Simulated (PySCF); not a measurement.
## C₆ coefficients of unlike pairs at B97-3

Calculated with PySCF 2.14 from the dipole response of each species, C₆(A,B) = (3/π) ∫ α_A(iu) α_B(iu) du, in atomic units, from isotropic polarisabilities. For ions this is the dispersion term alone; charge-induced terms of lower order in 1/R come first.

```json
{"species": "Tc⁺", "configuration": "[Kr] 4d5 5s1 (7S)", "basis": "aug-cc-pVTZ-DK (9s8p6d3f2g)", "relativity": "spin-free X2C", "α (bohr³)": "37.06", "C₆ (like pair)": "276.0"}
{"species": "Se²⁺", "configuration": "[Ar] 3d10 4s2 4p2 (3P)", "basis": "aug-cc-pwCVDZ-PP with ECP10MDF (6s5p4d1f)", "relativity": "core potential", "α (bohr³)": "9.338", "C₆ (like pair)": "43.34"}
{"species": "B⁺", "configuration": "[He] 2s2 (1S)", "basis": "dyall-av3z (15s9p3d2f)", "relativity": "spin-free X2C", "α (bohr³)": "10.69", "C₆ (like pair)": "28.85"}
```

Task: Estimate C₆ for B⁺ with Se²⁺.

Result: The integral gives 33.55. The combination rule 2 C_A C_B / (C_A α_B/α_A + C_B α_A/α_B) gives 33.42 and the geometric mean 35.36.

No spin-orbit coupling is included.

The other pairs:

```
     pair     C₆
  B⁺, Tc⁺  88.59
Se²⁺, Tc⁺  103.6
```
